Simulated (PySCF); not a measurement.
# Unknowns

Computed data (PySCF): geometry from GFN2-xTB, σ from GIAO-PBE0/pcSseg-1. Non-relativistic Hamiltonian, single conformer, one averaged value for each set of equivalent atoms, no solvent.

Referencing at the same level of theory: ¹H (σ = 31.72 ppm), ¹³C (σ = 186.93 ppm) vs TMS. Splittings of carbon signals by F and P are missing where no couplings were computed. Where no couplings were computed, multiplicities follow the n + 1 count of equivalent neighbours, and m marks all less simple cases (inequivalent or close neighbours, rings, F or P nearby). Shifts are as computed. Against solution values, carbons near 30 ppm lie about +3 ppm off and those near 130 ppm about +5 ppm. Of 1309 compounds with measured shifts, 239 miss one by over three times the rms of a fit or turn the order of signals round; such compounds aren't used in these exercises. OH and NH positions are gas-phase values without hydrogen bonding to other molecules.

Task: C$_{2}$H$_{10}$N$_{3}$PSi. ¹H NMR (500 MHz, computed): δ 8.47 (m, 1H), 8.39 (m, 1H), 2.65 (s, 3H), 0.87 (br s, 2H), 0.81 (m, 2H), 0.60 (br s, 1H). ¹³C{¹H} NMR (computed): δ 170.7 (CH2), 32.3 (CH3). Identify the compound.

Result: `C=N[Si@](N)(P)NC`. 2 carbon signals for 2 carbons: no two carbons are equivalent. Carbon types of the structure: 1 × CH2, 1 × CH3, leaving 5 H on heteroatoms. δC 170.7: C=N carbon. δC 32.3: methyl carbon bonded to N; pulled downfield by the heteroatom. δH 2.65: hydrogen on a methyl carbon bonded to N; its carbon carries N, which withdraws density. δH 0.87: hydrogen on a nitrogen bonded to Si; labile proton, position sensitive to the medium.

This is the structure that produced the data.

Task: C$_{2}$H$_{8}$N$_{2}$Si$_{2}$. ¹H NMR (600 MHz, computed): δ 5.32 (m, 1H), 4.73 (m, 1H), 4.27 (d, 3H), 1.03 (m, 1H), 0.53 (br s, 2H). ¹³C{¹H} NMR (computed): δ 124.3, -7.1. What is it?

Result: SMILES N#C[C@H]([SiH3])[SiH2]N. The formula gives 2 degrees of unsaturation (no ring in the answer). 2 carbon signals for 2 carbons: no two carbons are equivalent. Carbon types of the structure: 1 × C, 1 × CH, leaving 7 H on heteroatoms. δC 124.3: nitrile carbon; C≡N carbons fall here, among the sp2 signals but without a proton. δC -7.1: sp3 CH bonded to 2 Si, α to a nitrile; an electropositive neighbour leaves it electron-rich and shielded. δH 5.32, 4.73: hydrogen on a silicon bonded to C, N. δH 0.53: hydrogen on a nitrogen bonded to Si; exchangeable; this is the value without hydrogen bonding to other molecules.

The data come from this structure; uniqueness wasn't tested.
